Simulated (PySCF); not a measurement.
[Be2Cl]+, singlet: computed properties

Method: PBE0/[Cl def2-TZVP, Be def2-TZVP], no relativity, density fitting, PySCF.

The structure is a minimum.

```xyz
3
charge 1 multiplicity 1, angstrom
Cl    0.0000    0.0000   -0.5961
Be    0.9686    0.0000    1.1565
Be   -0.9686    0.0000    1.1565
```

- Point group: C2v
- Bond lengths: Be–Be 1.937 Å, Cl–Be 2.002 Å (×2)
- Bond angles: Be–Be–Cl 61.1° (×2), Be–Cl–Be 57.9°
- Lowest empty level: -8.45 eV
- Principal polarisabilities: 37.7, 43.7, 62.6 bohr³
- Rotational constants: 0.9968, 0.4614, 0.3154 cm⁻¹
- Zero-point energy: 9.1 kJ/mol
- Entropy at 298.15 K and 1 bar: 256.8 J/(mol K)
- Highest occupied level: -12.20 eV
- Rotational symmetry number: 2
- Heat capacity Cp at 298.15 K: 48.7 J/(mol K)
- Principal quadrupole moments (Buckingham, traceless) about the centre of mass: -7.63, -4.83, 12.46 D Å
- Dipole moment about the centre of mass: 3.30 D
- Enthalpy at 298.15 K above 0 K: 12.14 kJ/mol

Harmonic modes (masses in u: Cl 34.969, Be 9.012):
| symmetry | ω (cm⁻¹) | IR (km/mol) | μ (u) |
| --- | --- | --- | --- |
| b2 | 196 | 46.1 | 9.79 |
| a1 | 543 | 249 | 11.82 |
| a1 | 775 | 35.7 | 9.15 |

In C2v the vibrations span b2 + 2a1. Here b1 is antisymmetric to the molecular plane and b2 lies in it.

Charges (e):
| atom | Mulliken | Löwdin | polar tensor | Mayer order to Cl1 |
| --- | --- | --- | --- | --- |
| Cl1 | 0.12 | 0.62 | -0.32 | – |
| Be2,3 | 0.44 | 0.19 | 0.66 | 0.83 |
Other Mayer orders above 0.3: Be–Be 1.09.

Mulliken populations on Cl1: s 5.91, p 10.93, d 0.04, f 0.00.

Outer orbital energies (eV). occupied: -29.78, -18.49, -17.24, -16.21, -12.20; empty: -8.45, -7.85, -7.48, -5.09.

Other isomers or separated fragments may lie lower.

The final relaxation and frequency run took about 14 core-seconds on a shared host.
